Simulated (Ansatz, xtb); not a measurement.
Stretching the Bi1–H2 bond in BiFH2 (SMILES [F][BiH2]) (multiplicity 1 held, fragments rigid). Energies count from the point at 1.806 Å.
Geometry at that point (charge 0, multiplicity 1):
```xyz
4

Bi    -0.098    -0.115     0.123
H     -1.578     0.183    -0.868
H      0.324    -1.511    -0.943
F      1.041     1.209    -0.932
```

U- levels take the lowest unrestricted solution at each point, which mixes spins at long bonds. Active spaces are followed from a long bond inwards. Levels need not reach the same state.

Correlated levels freeze the cores. Filled d and f shells under p-block atoms count as core.

Run with Ansatz (Gaussian orbitals); xtb for the GFN methods.  In def2 rows elements past Kr take small-core potentials, without spin–orbit coupling. The GFN methods have no spin term and hold the electronic entropy of 300 K.

Energies in kcal/mol.

```csv
R (Å),GFN2-xTB,U-HF/def2-TZVPP,U-MP2/def2-TZVPP,U-CCSD(T)/def2-TZVPP,"FIC-MRCISD+Q on CASSCF(2,2)/def2-TZVPP"
1.445,29.5,27.9,29.1,30.3,30.1
1.625,3.8,4.4,5.0,5.7,5.6
1.806,0.0,0.0,0.0,0.0,0.0
1.987,4.8,5.2,4.4,3.6,3.6
2.167,13.4,14.9,13.4,11.4,11.4
2.438,28.6,28.3,35.8,25.7,25.2
2.709,43.5,34.9,47.4,39.2,37.8
3.161,62.9,39.1,54.8,54.6,52.0
3.612,74.8,40.4,57.0,59.9,58.5
4.154,81.9,40.8,57.7,61.2,61.1
4.876,84.4,40.9,57.9,61.5,61.8
5.779,84.9,40.9,58.0,61.6,62.0
```

Doubts at one or more of the structures used: a spin-contaminated determinant (U-HF/def2-TZVPP, U-MP2/def2-TZVPP, U-CCSD(T)/def2-TZVPP); T1 above 0.05 (U-CCSD(T)/def2-TZVPP).

Ansatz is a quantum-chemistry and plane-wave program.
